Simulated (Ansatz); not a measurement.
Mulliken charges of CH4FSSn, SMILES `C[S][SnH][F]` radical from B3LYP/def2-TZVPP in Ansatz (PBE0-D4/def2-TZVP geometry).

```json
{"atom": "C1", "x (Å)": "-0.887", "y (Å)": "0.886", "z (Å)": "0.548", "charge (e)": "-0.269"}
{"atom": "S2", "x (Å)": "-1.133", "y (Å)": "-0.714", "z (Å)": "-0.278", "charge (e)": "-0.285"}
{"atom": "Sn3", "x (Å)": "1.032", "y (Å)": "-0.989", "z (Å)": "-1.289", "charge (e)": "0.782"}
{"atom": "F4", "x (Å)": "2.190", "y (Å)": "-0.164", "z (Å)": "0.034", "charge (e)": "-0.499"}
{"atom": "H5", "x (Å)": "-1.032", "y (Å)": "1.707", "z (Å)": "-0.152", "charge (e)": "0.125"}
{"atom": "H6", "x (Å)": "-1.647", "y (Å)": "0.946", "z (Å)": "1.327", "charge (e)": "0.123"}
{"atom": "H7", "x (Å)": "0.100", "y (Å)": "0.945", "z (Å)": "1.002", "charge (e)": "0.143"}
{"atom": "H8", "x (Å)": "1.469", "y (Å)": "-2.674", "z (Å)": "-1.248", "charge (e)": "-0.120"}
```

By hand: the dipole of these point charges (1 e Å = 4.8032 D).

Σ q r = (-0.218, 0.059, -0.656) e Å, of length 0.694 e Å = 3.33 D.

How does the dipole of the full density compare? (An estimate is asked.)

The calculation gave: (-0.231, 0.083, -0.259) e Å, 1.71 D; the point charges give 1.95 times that, at 25° from its direction.

Point charges leave out the atoms' own dipoles, such as those of lone pairs, and Mulliken's split depends on the basis, so the two needn't agree.

B3LYP here is the variant with VWN-RPA as its local correlation; programs differ in this.
